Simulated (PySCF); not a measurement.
## Ionisation energy of Nb by level of theory

Nb [Kr] 4d4 5s1 [4d3/2^4 5s1/2^1, M_J = 1/2] → Nb⁺ [Kr] 4d4 [4d3/2^4, M_J = 0], as a difference of total energies. Calculation: PySCF 2.14, in x2c-QZVPPall-2c; the two-component X2C-1e Hamiltonian. Correlated levels: [Ar] 3d10 frozen; the 34 highest virtual spinors dropped. "Screened" scales the spin-orbit matrix elements by Boettger's factors to mimic the two-electron term; Breit and QED terms are absent.

```csv
method,ionisation energy (eV)
GHF (spin-free),5.994
GMP2 (spin-free),6.788
GHF (screened spin-orbit),5.988
GMP2 (screened spin-orbit),6.781
```

**Question.** How much does correlation contribute at GMP2 (screened spin-orbit)?

**Answer.** 6.781 − (5.988) = 0.793 eV, measured against GHF (screened spin-orbit).

The spin-free rows relax to the high-spin LS determinant and lack the spin-orbit shift.

The labels give the starting determinants; with spin-orbit coupling the two ends relaxed to ⟨J²⟩ = 4.63, ⟨L²⟩ = 6.01, ⟨S²⟩ = 8.75 and ⟨J²⟩ = 3.87, ⟨L²⟩ = 6.05, ⟨S²⟩ = 6.00.

The determinant of Nb and of Nb⁺ mixes levels of different J (the jj label is only the starting occupation), so the difference between spin-free and spin-orbit rows is not the physical spin-orbit shift.

For comparison: 6.759 eV (measured; NIST Atomic Spectra Database, ionization energies).
